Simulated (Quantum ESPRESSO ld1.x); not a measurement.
Values are calculated unless marked as measured or tabulated.
Task: The manganese ion Mn+, 24 electrons, occupied as [Ar] 3d4 4s1 4p1 (not the ground configuration). Code: ld1.x of Quantum ESPRESSO 7.5. Model: non-relativistic Kohn-Sham, BLYP, spin-unpolarised, spherical densities, point nucleus. Some entries of the table are withheld. Estimate them.

orbital,occ.,eigenvalue (eV),<1/r> (bohr^-1),<r^2> (bohr^2)
1s,2,(1),24.52,0.005083
2s,2,-749.791,(2),0.09420
2p,6,-645.266,5.170,(3)
3s,2,-99.8099,1.653,0.8390
3p,6,-69.8015,1.534,0.9419
3d,4,-21.7197,1.217,1.494
4s,1,-14.1226,0.4959,7.947
4p,1,-8.9018,0.4018,11.94

Result: 
(1) 1s eigenvalue (eV): -6392.38
(2) 2s <1/r> (bohr^-1): 5.220
(3) 2p <r^2> (bohr^2): 0.07575
